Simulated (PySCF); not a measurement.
C₃H₆O₂Si.
Numbering: `[CH:1]#[C:2][Si@H:3]([OH:4])[O:5][CH3:6]` (hydrogens: H7 on C1; H8 on Si3; H9 on O4; H10, H11, H12 on C6)

Computed by this run: PBE0-D3(BJ)/def2-SVP geometry optimisation, gas phase in PySCF 2.14.0; density fitting, grid level 1; the optimiser is geomeTRIC in internal coordinates, started from a GFN2-xTB structure.

Step 0: E = -15161.1671 eV
```
atom  x, y, z in Å  |  force x, y, z in eV/Å
C1      2.3285    1.3037   -0.9499    0.417   0.470  -0.324
C2      1.6462    0.4898   -0.3871   -1.291  -1.349   1.009
Si3     0.5440   -0.7277    0.4893    0.563   0.506  -0.326
O4      0.8072   -2.2534    0.0194    0.553  -0.914   0.020
O5     -1.0090   -0.4295    0.0943   -0.510   0.008  -0.165
C6     -1.7190    0.7571    0.2572    0.158  -0.215  -0.052
H7      2.9368    2.0059   -1.4447    0.563   0.659  -0.457
H8      0.8052   -0.7007    1.9223    0.132   0.192   0.523
H9      0.3177   -2.6216   -0.7117   -0.167  -0.027  -0.313
H10    -2.6865    0.6412   -0.2331   -0.321   0.107  -0.095
H11    -1.8763    0.9705    1.3176   -0.174   0.172   0.355
H12    -1.1845    1.5982   -0.1914    0.076   0.390  -0.174
```

Step 1: E = -15161.2641 eV
```
atom  x, y, z in Å  |  force x, y, z in eV/Å
C1      2.2731    1.2810   -0.9422    0.043   0.105  -0.062
C2      1.5737    0.4597   -0.3784    0.039  -0.111   0.009
Si3     0.5341   -0.7808    0.5008   -0.116   0.216  -0.030
O4      0.8537   -2.3261    0.0281   -0.071   0.038   0.042
O5     -1.0430   -0.4437    0.1199    0.063  -0.137   0.049
C6     -1.7052    0.7815    0.2563   -0.013   0.031   0.009
H7      2.8901    2.0085   -1.4445   -0.045  -0.060   0.045
H8      0.8140   -0.6815    1.9555    0.006  -0.079  -0.036
H9      0.4319   -2.6244   -0.7837    0.041   0.033  -0.015
H10    -2.6856    0.7106   -0.2407    0.032   0.001   0.011
H11    -1.8826    1.0346    1.3184    0.017  -0.005  -0.031
H12    -1.1440    1.6139   -0.2073    0.004  -0.032   0.008
```

**Question.** Estimate the geometry and energy of step 2. (The exact step hangs on the optimiser's Hessian estimate; all steps are aligned on step 1, rigid shifts and turns removed.)

**Answer.** E = -15161.2686 eV, largest force 0.090 eV/Å
```
atom  x, y, z in Å  |  force x, y, z in eV/Å
C1      2.2750    1.2795   -0.9416   -0.029   0.012   0.001
C2      1.5753    0.4593   -0.3756    0.023  -0.025   0.002
Si3     0.5295   -0.7726    0.5064   -0.022   0.074  -0.025
O4      0.8469   -2.3150    0.0290   -0.032  -0.045   0.016
O5     -1.0486   -0.4500    0.1298    0.009  -0.077   0.046
C6     -1.7067    0.7779    0.2553    0.005   0.048  -0.016
H7      2.8919    2.0038   -1.4436    0.009  -0.001   0.000
H8      0.8159   -0.6972    1.9592    0.003  -0.013  -0.002
H9      0.4378   -2.6020   -0.7929    0.037   0.020  -0.026
H10    -2.6909    0.7034   -0.2316    0.002   0.001   0.003
H11    -1.8710    1.0479    1.3142    0.001   0.001  -0.001
H12    -1.1449    1.5985   -0.2264   -0.005   0.006   0.001
```

The energy changes by -0.0045 eV. The first-order estimate −F·Δx gives -0.0070 eV and the mean of the old and new forces, exact on a quadratic surface, -0.0045 eV. The step makes an angle of 69° with the force vector and moves no atom by more than 0.025 Å.

What follows is the cost of the whole optimisation. Time: 91 s wall; peak memory 0.53 GiB. Hardware: an Arm Neoverse N1 with one thread, no GPU, shared host with 64 logical CPUs at a one-minute load of 60.
